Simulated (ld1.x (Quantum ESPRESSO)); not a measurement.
Ranking TM potentials for lithium

All share these settings but for the change named:

ld1.x (Quantum ESPRESSO) 7.5 input, shortened:

```
&input
   title='Li', zed=3., rel=1, dft='PZ', iswitch=3,
   config='[He] 2s1 2p0'
 /
 &inputp
   pseudotype=2, tm=.true., lloc=0,
   nlcc=.false.
 /
2
2P  2  1   0.00   0.00  4.20  4.20  0.0
2S  1  0   1.00   0.00  2.05  2.05  0.0
 &test
   configts(1)='2s1 2p0'
 /
```

Test errors are all-electron minus pseudo excitation energies from the reference, over 2s0.5 2p0; 2s0 2p1. None of these files shows a bound ghost.

The base gives 5.9 meV.

Of 11 variants that were run, those that failed, showed a ghost or another fault, or gave nearly equal values are left out.

A variant can come out equal or close to the base, since the largest error may sit in a test that the change hardly touches while other tests move.

Question: Rank these variants by their largest absolute test error, smallest first.
A. functional PBEsol
B. core correction a·sin(br)/r model core inside 1.04 bohr
C. wave 2p (bound): rc 4.20 bohr becomes 2p (bound): rc 5.10 bohr

Answer: A (3.0 meV), B (4.9 meV), C (5.9 meV).
